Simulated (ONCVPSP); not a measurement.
# What one change does to a pseudopotential (Ge (Z = 32), ONCV)

Ge, optimised norm-conserving Vanderbilt (ONCV), made with ONCVPSP 4.0.1 (PBE, fully relativistic). Core [Ar] 3d10, reference 4s1.5 4p2.5. Waves: 4s: rc 1.40 bohr, ncon 4, nbas 7, qcut 4.4 1/bohr, local; 4p: rc 2.45 bohr, ncon 4, nbas 8, qcut 2.7 1/bohr, 1 projector. Local part: the s channel. Core correction: none.

Open shells are filled in proportion to 2j + 1.

Change: functional PBEsol.

Cutoffs: the cutoffs (Ha) at which the residual kinetic energy of the hardest occupied pseudo-wave falls to 1 and 0.1 mHa per electron; they do not see the model core or the augmentation charge, which bear on the density cutoff. Errors are all-electron minus pseudo energies relative to the spin-unpolarised reference configuration.

Q: What does the change do?

A: The potential gets neither clearly harder nor softer (26 Ha and 60 Ha → 26 Ha and 60 Ha); both files keep a bound ghost (p); of the 4 tests that both files solve, the error grows in 2 and shrinks in 2 by more than 15 % and 0.3 meV (median size 8.3 → 17.7 meV).

```tsv
quantity	base	changed
cutoff, loose	26 Ha	26 Ha
cutoff, tight	60 Ha	60 Ha
loose cutoff by channel	s 26 Ha, p 2.8 Ha	s 26 Ha, p 2.8 Ha
bound ghosts	p1/2	p3/2, p1/2
GHOST(+) flags under 300 eV	none	none
error for 4s2 4p2, meV [ΔE -3.95 eV]	+3.9	+3.0
error for 4s2 4p1, meV [ΔE 3.50 eV]	+2.7	-4.6
error for 4s2 4p0, meV [ΔE 18.94 → 18.95 eV]	-13	-45
error for 4s0 4p4, meV [ΔE 12.24 → 12.25 eV]	+41	+31
s: phases at 1.42 bohr within 0.05 rad from the reference energy up to (Ha; the scan ends near 5)	2.7	2.7
p3/2: phases at 2.48 bohr within 0.05 rad from the reference energy up to (Ha; the scan ends near 5)	2.2	2.2
p1/2: phases at 2.48 bohr within 0.05 rad from the reference energy up to (Ha; the scan ends near 5)	1.7	1.7
```

 A true bound ghost makes a file unfit for plane-wave use even where its test errors are small: the radial tests pick states by their node count and pass the ghost by.
